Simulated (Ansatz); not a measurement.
Molecule: ZrH, net charge 0, quartet state. The spin state was set by rule; other spins were not relaxed. 
Coordinates optimised at B3LYP-D3(BJ)/def2-TZVP (Ansatz, a quantum-chemistry and plane-wave program):
```xyz
2

Zr     0.0000     0.0000    -0.0456
H      0.0000     0.0000     1.8224
```
Charge 0, spin multiplicity 4.

Quantity: atomisation energy (electronic, to ground-state atoms), in eV. Valence correlation only, unless marked. Open shells are spin-unrestricted. Spin-orbit coupling is left out. The frozen core is the preceding noble-gas configuration, with the filled d and f shells of earlier blocks. In def2 rows, elements after Kr have scalar-relativistic effective core potentials. The coupled-cluster limit lacks core correlation, which all-electron functionals hold. CBS(X,Y): correlation extrapolated as X^-3; Hartree-Fock from the larger set. [CCSD(T)-MP2]/basis is that difference in the basis named.

```tsv
level	program	atomisation energy (eV)
HF/def2-SVP	Ansatz	2.11
revPBE-D4/def2-TZVPD	Ansatz + dftd4	2.96
MP2/def2-SVP	Ansatz	2.28
MP2/CBS(def2-TZVPP,def2-QZVPP)	Ansatz	2.48
RI-MP2/def2-QZVPPD	Ansatz	2.46
CCSD(T)/def2-SVP	Ansatz	2.28
CCSD(T)/def2-TZVPP	Ansatz	2.41
CCSDT/def2-SVP	Ansatz	2.27
RI-MP2/CBS(def2-TZVPPD,def2-QZVPPD)+[CCSD(T)-MP2]/def2-QZVPPD	Ansatz	2.49
CCSD(T)/CBS(def2-TZVPPD,def2-QZVPPD)	Ansatz	2.49
```
